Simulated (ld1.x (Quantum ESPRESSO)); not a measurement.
# molybdenum (Mo), TM semilocal: configuration errors across variants

- Element: Mo
- Generator: ld1.x (Quantum ESPRESSO) 7.5
- Type: norm-conserving Troullier–Martins (semilocal form)
- Functional: LDA (PZ)
- Relativity: scalar-relativistic
- Frozen core: [Kr]
- Valence charge: 6
- Reference configuration: 4d5 5s1 5p0
- Partial waves: 5s (bound): rc 3.25 bohr; 5p (bound, empty): rc 3.25 bohr; 4d (bound): rc 2.30 bohr
- Local potential: the d channel
- Core correction: none

All-electron excitation energies from the reference (eV): (1) 4d5 5s0 5p0 7.186; (2) 4d4 5s0 5p0 22.889; (3) 4d3 5s0 5p0 49.850; (4) 4d2 5s0 5p0 89.547; (5) 4d4 5s1 5p1 3.760; (6) 4d5.5 5s0.5 5p0 0.310; (7) 4d6 5s0 5p0 0.822; (8) 4d5 5s1 5p0 spin -3.924; (9) 4d5 5s0 5p0 spin 3.795.

Spin tests fill each open shell by Hund’s rule, majority spin first.

A semilocal file is local in each channel, so a ghost entry of none says nothing of the separable form that plane-wave codes build from it.

Errors AE − PS in meV (a dash: test not solved or not reliable):

| change | (1) | (2) | (3) | (4) | (5) | (6) | (7) | (8) | (9) | bound ghosts |
| --- | --- | --- | --- | --- | --- | --- | --- | --- | --- | --- |
| base | +3.6 | +19 | -13 | -29 | -33 | -5.6 | -19 | +3606 | +3680 | none |
| wave 5s (bound): rc 3.25 bohr becomes 5s (bound): rc 2.12 bohr | +9.7 | +19 | -25 | -60 | -22 | -3.1 | -12 | +3601 | +3690 | none |
| wave 5s (bound): rc 3.25 bohr becomes 5s (bound): rc 2.52 bohr | +3.6 | +28 | +9.5 | +9.1 | -36 | -6.8 | -23 | +3601 | +3677 | none |
| wave 5s (bound): rc 3.25 bohr becomes 5s (bound): rc 2.90 bohr | +2.9 | +30 | +16 | +22 | -37 | -7.4 | -25 | +3599 | +3675 | none |
| wave 5s (bound): rc 3.25 bohr becomes 5s (bound): rc 3.12 bohr | +3.3 | +26 | +3.8 | -0.4 | -35 | -6.6 | -22 | +3602 | +3677 | none |
| wave 5s (bound): rc 3.25 bohr becomes 5s (bound): rc 3.46 bohr | +3.7 | +9.4 | -36 | -70 | -30 | -4.2 | -14 | +3611 | +3683 | none |
| wave 5s (bound): rc 3.25 bohr becomes 5s (bound): rc 4.26 bohr | -2.7 | -71 | -220 | -380 | -6.7 | +5.2 | +17 | +3647 | +3695 | none |
| wave 5s (bound): rc 3.25 bohr becomes 5s (bound): rc 4.44 bohr | -7.2 | -103 | -288 | -493 | +0.7 | +8.2 | +28 | +3660 | +3697 | none |
| wave 5s (bound): rc 3.25 bohr becomes 5s (bound): rc 4.90 bohr | -20 | -178 | -447 | -751 | +16 | +15 | +50 | +3688 | +3697 | none |

Task: Give the same row for: wave 5s (bound): rc 3.25 bohr becomes 5s (bound): rc 3.74 bohr.

Result: +2.9, -12, -88, -159, -23, -1.3, -4.6, +3621, +3687; bound ghosts: none.
